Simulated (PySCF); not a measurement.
# One molecule, several mistakes: CGeH6N

Calculated results; nothing here was measured. They come from PySCF 2.14.0, an open-source quantum chemistry program, on an isolated molecule that a program drew, which may never have been made. The molecule is CGeH6N (charge 0, doublet), drawn as the SMILES string `C[NH][GeH2]`.

Each row is a Hartree-Fock (HF) and frozen-core CCSD(T) single point in the cc-pVDZ basis, meant for a local HF minimum. Run 1 is clean. Each other run has one planted mistake out of seven kinds, and not every kind appears here: one electron removed, one electron added, multiplicity raised by two, geometry at a saddle point, minimal basis STO-3G, one bond length entered in bohr, all coordinates scaled. The reference is restricted for singlets and unrestricted otherwise, and also for a bond in bohr. Adding or removing an electron swaps singlet and doublet. Electrons count all cores. HOMO and LUMO are orbital energies over both spins, the gradient is its largest component, and the lowest frequency (negative if imaginary) is given only where the gradient is small. Bond lengths are over the 8 bonds as drawn. T1 is the CCSD diagnostic: over 0.02 (restricted) or 0.045 (unrestricted) a single reference is doubtful. Germanium has the cc-pVDZ-PP basis, with a core potential (ECP10MDF) in place of its 10 inner electrons, and its 3s, 3p and 3d shells are frozen in CCSD(T).

Geometry of the clean run:
```xyz
9
CGeH6N, angstrom
C    -1.4941    0.4028   -0.6537
N    -1.1084    1.7611   -0.9877
Ge    0.6395    2.2344   -1.3064
H    -2.5611    0.2574   -0.8408
H    -1.2946    0.1262    0.3887
H    -0.9562   -0.3005   -1.2922
H    -1.6284    2.4397   -0.4609
H     1.1693    1.3008   -2.4129
H     0.6187    3.6974   -1.7904
```

| run | electrons | basis functions | <S^2> | HOMO (eV) | LUMO (eV) | gradient (hartree/bohr) | lowest frequency (cm^-1) | mean bond (Å) | longest bond (Å) | T1 | HF (hartree) | CCSD(T) (hartree) | mistake |
|---|---|---|---|---|---|---|---|---|---|---|---|---|---|
| 1 | 51 | 81 | 0.758 | -8.09 | 1.57 | 3.0e-05 | 163 | 1.3323 | 1.839 | 0.0170 | -389.15149 | -389.61010 | no fault |
| 2 | 52 | 81 | 0.000 | -0.06 | 9.11 | 6.6e-02 | - | 1.3323 | 1.839 | 0.0103 | -389.12200 | -389.60321 | one electron added |
| 3 | 51 | 81 | 0.756 | -7.59 | 2.09 | 1.0e-01 | - | 1.2030 | 1.660 | 0.0138 | -389.05572 | -389.49751 | ? |
| 4 | 51 | 81 | 3.768 | -2.75 | -0.13 | 1.3e-01 | - | 1.3323 | 1.839 | 0.0218 | -388.95217 | -389.38645 | ? |

**Which mistake was planted in run 3, and what did it cost?**

The mean and the longest bond both change by the same factor, 0.903, and the gradient is no longer small. So the mistake is: all coordinates scaled. Subtracting run 1 and multiplying by 627.51 kcal/mol a hartree, the energy moved by 60.1 kcal/mol in HF and 70.7 kcal/mol in CCSD(T).

**Which mistake was planted in run 4, and what did it cost?**

Electrons, basis and geometry are unchanged, and <S^2> is 3.768, beside S(S+1) = 3.75 for a multiplicity of 4. So the mistake is: multiplicity raised by two. Subtracting run 1 and multiplying by 627.51 kcal/mol a hartree, the energy moved by 125.1 kcal/mol in HF and 140.3 kcal/mol in CCSD(T).

Cautions from the logs. Run 2: the added electron raises the CCSD(T) energy, so it isn't bound in this basis.
